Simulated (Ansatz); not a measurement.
`O[SiH2][SiH](Cl)Cl` + H₂ → `O[SiH2][SiH2]Cl` + HCl  (hydrogenolysis of the Si–Cl bond)

Gas-phase electronic energies from Ansatz, PBE0-D4/def2-TZVP geometries. CCSD(T)/CBS adds triple-zeta CCSD(T) − MP2 to the extrapolated MP2 energy (def2 sets, frozen cores). This one scheme is used for every species. Functionals use def2-TZVPP. Each species was taken in one conformer, which may not be the lowest.

`O[SiH2][SiH](Cl)Cl`:

Z-matrix (Å, degrees):
```
Si
Si 1 2.346
O 1 1.648 2 109.7
H 1 1.489 2 106.6 3 122.4
H 1 1.482 2 111.3 3 -117.7
Cl 2 2.064 1 105.9 3 -46.5
Cl 2 2.053 1 110.1 3 -164.8
H 2 1.481 1 117.6 3 72.2
H 3 0.959 1 117.2 2 52.7
```

H₂:

Z-matrix (Å, degrees):
```
H
H 1 0.746
```

`O[SiH2][SiH2]Cl`:

Z-matrix (Å, degrees):
```
Si
Si 1 2.349
O 1 1.649 2 108.5
H 1 1.490 2 108.1 3 121.9
H 1 1.483 2 112.3 3 -117.8
Cl 2 2.078 1 104.0 3 -42.4
H 2 1.485 1 114.2 3 73.8
H 2 1.485 1 114.4 3 -159.7
H 3 0.960 1 116.5 2 44.0
```

HCl:

Cartesian coordinates in Å:
```
Cl -0.301 -0.555 -0.101
H 0.301 0.555 0.101
```

```tsv
level	ΔE (eV)
RPA@PBE/def2-TZVPP	0.71
CCSD/def2-SVP	0.61
```

(1) What does CCSD(T)/CBS give? (An estimate is asked.)

(2) What do rigid-rotor, harmonic-oscillator terms from PBE0-D4/def2-TZVP frequencies (298.15 K, 1 bar) make of the CCSD(T)/CBS value? (Estimate.)

Largest T1 diagnostic among the species: 0.011.

Answers

(1) Computed: +0.82 eV. The listed levels differ from it by -0.11, -0.21 eV.

(2) Ansatz gave: ΔZPE = +0.08 eV, ΔH = +0.87 eV, ΔS = 23 J/(mol·K), ΔG = +0.80 eV. Modes under 50 cm⁻¹ make the entropy rough.

From r2SCAN to r2SCAN0 (25 % exact exchange), in def2-TZVPP and without D4, ΔE moves by −0.03 eV. Leaving LDA and LC-ωPBE aside and taking each functional with its dispersion term where it has one, the values, not all of them listed here, spread over 0.10 eV, from CAM-B3LYP-D4 to revPBE-D4. At CCSD(T), def2-SVP lies −0.19 eV from the extrapolated value and def2-TZVPP −0.06 eV.
